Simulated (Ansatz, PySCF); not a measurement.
The molecule BeAl+, closed-shell singlet (lowest of 2S+1 = 1, 3 at CCSD(T)/def2-TZVPP on PBE0 minima; our sources give no spin for the ground state, which may be another).

The constants come from a fifth-degree fit in 1/R (seven points, main isotopes). In def2 and cc sets the state is the lowest found near the PBE0 minimum, followed along R. The singlet is held restricted. HF and MP2 rows in def2 and cc sets belong to the determinant that coupled cluster picked by its CCSD energy.

Programs: Ansatz (a program for electronic structure) with Gaussian orbitals; PySCF for 6-31G* rows, STO-3G rows. 

```
level                                          r_e (Å)  ω_e (cm⁻¹)  ω_e x_e (cm⁻¹)  B_e (cm⁻¹)
---------------------------------------------  -------  ----------  --------------  ----------
HF/STO-3G                                        2.864         242             4.5       0.304
SVWN5/def2-TZVPP                                 2.746         283             2.8       0.331
BP86/6-31G*                                      2.791         270             3.1       0.320
B97M-V/def2-TZVPP                                2.780         274             5.9       0.323
B3LYP/6-31G*                                     2.826         253             3.1       0.312
PBE0/def2-TZVPP                                  2.797         269             2.7       0.319
BHLYP/def2-TZVPP                                 2.863         238             2.8       0.304
CAM-B3LYP/def2-TZVPP                             2.858         240             2.7       0.306
wB97X-V/def2-TZVPP                               2.859         249             2.8       0.305
B2PLYP/def2-TZVPP                                2.846         243             2.8       0.308
MP2/6-31G*                                       2.842         246             4.2       0.309
MP2/def2-TZVPP                                   2.866         242             3.0       0.304
MP2/aug-cc-pV(Q+d)Z                              2.846         247             2.8       0.308
MP2/def2-QZVPP                                   2.844         247             2.9       0.309
MP2/aug-cc-pV(5+d)Z                              2.840         249             2.9       0.309
MP2/CBS(aug-cc-pV(Q+d)Z, aug-cc-pV(5+d)Z)        2.835         251             3.0       0.310
SCS-MP2/aug-cc-pV(T+d)Z                          2.877         236             2.9       0.302
SCS-MP2/aug-cc-pV(Q+d)Z                          2.863         238             2.8       0.304
SCS-MP2/def2-QZVPP                               2.862         238             2.9       0.305
SCS-MP2/aug-cc-pV(5+d)Z                          2.857         241             2.9       0.306
CCSD/aug-cc-pV(T+d)Z                             2.851         238             3.4       0.307
CCSD/def2-TZVPP                                  2.863         234             3.6       0.304
CCSD/aug-cc-pV(Q+d)Z                             2.841         239             3.4       0.309
CCSD/def2-QZVPP                                  2.840         238             3.4       0.309
CCSD/aug-cc-pV(5+d)Z                             2.837         241             3.4       0.310
CCSD(T)/aug-cc-pV(T+d)Z                          2.822         249             3.3       0.313
CCSD(T)/def2-TZVPP                               2.835         245             3.4       0.311
CCSD(T)/aug-cc-pV(Q+d)Z                          2.811         252             3.2       0.316
CCSD(T)/def2-QZVPP                               2.809         251             3.3       0.316
CCSD(T)/CBS(aug-cc-pV(Q+d)Z, aug-cc-pV(5+d)Z)    2.803         255             3.3       0.318
```

Correlated levels freeze the inner cores; with def2 sets outer-core shells near the valence are correlated too. CBS: X⁻³ extrapolation of the correlation energy, Hartree–Fock from the larger set. Rows in 6-31G*, STO-3G carry no dispersion term and start afresh at each structure (6-31G* with six Cartesian d functions). MP2/6-31G* freezes PySCF's default core, which is smaller on s-block atoms.

Doubts at one or more of the structures used: a restricted determinant that unrestricted orbitals would lower (MP2/def2-TZVPP, MP2/aug-cc-pV(Q+d)Z, MP2/def2-QZVPP, MP2/aug-cc-pV(5+d)Z, MP2/CBS(aug-cc-pV(Q+d)Z, aug-cc-pV(5+d)Z), SCS-MP2/aug-cc-pV(T+d)Z, SCS-MP2/aug-cc-pV(Q+d)Z, SCS-MP2/def2-QZVPP, SCS-MP2/aug-cc-pV(5+d)Z, CCSD/aug-cc-pV(T+d)Z, CCSD/def2-TZVPP, CCSD/aug-cc-pV(Q+d)Z, CCSD/def2-QZVPP, CCSD/aug-cc-pV(5+d)Z, CCSD(T)/aug-cc-pV(T+d)Z, CCSD(T)/def2-TZVPP, CCSD(T)/aug-cc-pV(Q+d)Z, CCSD(T)/def2-QZVPP, CCSD(T)/CBS(aug-cc-pV(Q+d)Z, aug-cc-pV(5+d)Z)).
